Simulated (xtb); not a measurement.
Input for xtb: GFN2-xTB on InP, 2S+1 = 3, a spin state set in the input, which need not be the lowest, a point of a bond scan (R = 2.654 Å).

```
$ xtb mol.xyz --gfn 2 --sp --chrg 0 --uhf 2
2

P      0.00000000     0.00000000     0.00000000
In     0.00000000     0.00000000     2.65444300
```

It printed:

```
[...]
           -------------------------------------------------
          |                Calculation Setup                |
           -------------------------------------------------



           -------------------------------------------------
          |                 G F N 2 - x T B                 |
           -------------------------------------------------

        Reference                      10.1021/acs.jctc.8b01176
      * Hamiltonian:
        H0-scaling (s, p, d)           1.850000    2.230000    2.230000
        zeta-weighting                 0.500000
      * Dispersion:
        s8                             2.700000
        a1                             0.520000
        a2                             5.000000
        s9                             5.000000
      * Repulsion:
        kExp                           1.500000    1.000000
        rExp                           1.000000
      * Coulomb:
        alpha                          2.000000
        third order                    shell-resolved
        anisotropic                    true
        a3                             3.000000
        a5                             4.000000
        cn-shift                       1.200000
        cn-exp                         4.000000
        max-rad                        5.000000


          ...................................................
          :                      SETUP                      :
          :.................................................:
          :  # basis functions                  20          :
          :  # atomic orbitals                  18          :
          :  # shells                            6          :
          :  # electrons                         8          :
          :  max. iterations                   250          :
          :  Hamiltonian                  GFN2-xTB          :
          :  restarted?                      false          :
          :  GBSA solvation                  false          :
          :  PC potential                    false          :
          :  electronic temp.          300.0000000     K    :
          :  accuracy                    1.0000000          :
          :  -> integral cutoff          0.2500000E+02      :
          :  -> integral neglect         0.1000000E-07      :
          :  -> SCF convergence          0.1000000E-05 Eh   :
          :  -> wf. convergence          0.1000000E-03 e    :
          :  Broyden damping             0.4000000          :
          :  net charge                          0          :
          :  unpaired electrons                  2          :
          ...................................................

 iter      E             dE          RMSdq      gap      omega  full diag
   1     -3.6653782 -0.366538E+01  0.404E+01    3.59       0.0  T
   2     -3.6690803 -0.370206E-02  0.257E+01    3.24       1.0  T
   3     -3.6691409 -0.606734E-04  0.208E+00    2.93       1.0  T
   4     -3.6695095 -0.368550E-03  0.168E+00    3.12       1.0  T
   5     -3.6695182 -0.869794E-05  0.797E-01    3.10       1.0  T
   6     -3.6695198 -0.164974E-05  0.844E-02    3.11       1.0  T
   7     -3.6695200 -0.140778E-06  0.177E-02    3.11       4.0  T
   8     -3.6695200 -0.641330E-08  0.306E-03    3.11      23.1  T
   9     -3.6695200  0.322351E-10  0.262E-03    3.11      27.0  T
  10     -3.6695200 -0.174077E-09  0.151E-04    3.11     469.1  T
  11     -3.6695200 -0.204281E-13  0.453E-05    3.11    1562.5  T

   *** convergence criteria satisfied after 11 iterations ***

         #    Occupation            Energy/Eh            Energy/eV
      -------------------------------------------------------------
         1        2.0000           -0.5922270             -16.1153
         2        2.0000           -0.5182680             -14.1028
         3        1.8543           -0.3096410              -8.4258
         4        1.0729           -0.3055447              -8.3143
         5        1.0729           -0.3055447              -8.3143 (HOMO)
         6                         -0.1911878              -5.2025 (LUMO)
         7                         -0.1911878              -5.2025
         8                         -0.1163474              -3.1660
         9                         -0.0612628              -1.6670
        10                         -0.0612628              -1.6670
       ...                                ...                  ...
        18                          0.5572486              15.1635
      -------------------------------------------------------------
                  HL-Gap            0.1143569 Eh            3.1118 eV
             Fermi-level           -0.2781637 Eh           -7.5692 eV

 transition dipole moment (au) for excitation:           4           5
     X       Y       Z
   0.0000  -0.0000   0.0000  total (au/Debye):    0.000   0.000
 dE (eV)             :    0.000
 oscillator strength :  0.00000E+00

 SCC (total)                   0 d,  0 h,  0 min,  0.004 sec
 SCC setup                      ...        0 min,  0.000 sec (  2.739%)
 Dispersion                     ...        0 min,  0.000 sec (  0.644%)
 classical contributions        ...        0 min,  0.000 sec (  0.477%)
 integral evaluation            ...        0 min,  0.001 sec ( 14.686%)
 iterations                     ...        0 min,  0.002 sec ( 49.333%)
 molecular gradient             ...        0 min,  0.000 sec ( 12.036%)
 printout                       ...        0 min,  0.001 sec ( 19.642%)

         :::::::::::::::::::::::::::::::::::::::::::::::::::::
         ::                     SUMMARY                     ::
         :::::::::::::::::::::::::::::::::::::::::::::::::::::
         :: total energy              -3.668203107487 Eh    ::
         :: gradient norm              0.004421816570 Eh/a0 ::
         :: HOMO-LUMO gap              3.111809228291 eV    ::
         ::.................................................::
         :: SCC energy                -3.669519985650 Eh    ::
         :: -> isotropic ES            0.009889457151 Eh    ::
         :: -> anisotropic ES          0.005621629164 Eh    ::
         :: -> anisotropic XC          0.000839827622 Eh    ::
         :: -> dispersion             -0.001111943285 Eh    ::
         :: repulsion energy           0.001316878163 Eh    ::
         :: add. restraining           0.000000000000 Eh    ::
         :: total charge              -0.000000000002 e     ::
         :::::::::::::::::::::::::::::::::::::::::::::::::::::

           -------------------------------------------------
          |                Property Printout                |
           -------------------------------------------------

    * Orbital Energies and Occupations

         #    Occupation            Energy/Eh            Energy/eV
      -------------------------------------------------------------
         1        2.0000           -0.5922270             -16.1153
         2        2.0000           -0.5182680             -14.1028
         3        1.8543           -0.3096410              -8.4258
         4        1.0729           -0.3055447              -8.3143
         5        1.0729           -0.3055447              -8.3143 (HOMO)
         6                         -0.1911878              -5.2025 (LUMO)
         7                         -0.1911878              -5.2025
         8                         -0.1163474              -3.1660
         9                         -0.0612628              -1.6670
        10                         -0.0612628              -1.6670
        11                         -0.0085433              -0.2325
        12                         -0.0085433              -0.2325
        13                          0.0436163               1.1869
        14                          0.0436163               1.1869
Note: The following floating-point exceptions are signalling: IEEE_DENORMAL
normal termination of xtb
        15                          0.0919338               2.5016
        16                          0.1146390               3.1195
       ...                                ...                  ...
        18                          0.5572486              15.1635
      -------------------------------------------------------------
                  HL-Gap            0.1143569 Eh            3.1118 eV
             Fermi-level           -0.2781637 Eh           -7.5692 eV

     #   Z          covCN         q      C6AA      α(0)
     1  15 P        0.884    -0.331   205.385    26.635
     2  49 In       0.884     0.331   520.305    59.833

 Mol. C6AA /au·bohr⁶  :       1351.320501
 Mol. C8AA /au·bohr⁸  :     144945.315501
 Mol. α(0) /au        :         86.468599


Wiberg/Mayer (AO) data.
largest (>0.10) Wiberg bond orders for each atom

 ---------------------------------------------------------------------------
     #   Z sym  total        # sym  WBO       # sym  WBO       # sym  WBO
 ---------------------------------------------------------------------------
     1  15 P    1.065 --     2 In   1.065
     2  49 In   1.065 --     1 P    1.065
 ---------------------------------------------------------------------------

Topologies differ in total number of bonds
Writing topology from bond orders to xtbtopo.mol

molecular dipole:
                 x           y           z       tot (Debye)
 q only:        0.000       0.000       1.661
   full:        0.000       0.000       2.087       5.304
molecular quadrupole (traceless):
                xx          xy          yy          xz          yz          zz
 q only:       -4.165       0.000      -4.165       0.000       0.000       8.330
  q+dip:       -5.429       0.000      -5.429      -0.000       0.000      10.858
   full:       -2.668       0.000      -2.668      -0.000       0.000       5.335


           -------------------------------------------------
          | TOTAL ENERGY               -3.668203107487 Eh   |
          | GRADIENT NORM               0.004421816570 Eh/α |
          | HOMO-LUMO GAP               3.111809228291 eV   |
           -------------------------------------------------

------------------------------------------------------------------------
------------------------------------------------------------------------
 total:
 SCF:
```

The run finished.

Cost: very roughly 0.05 core-seconds.
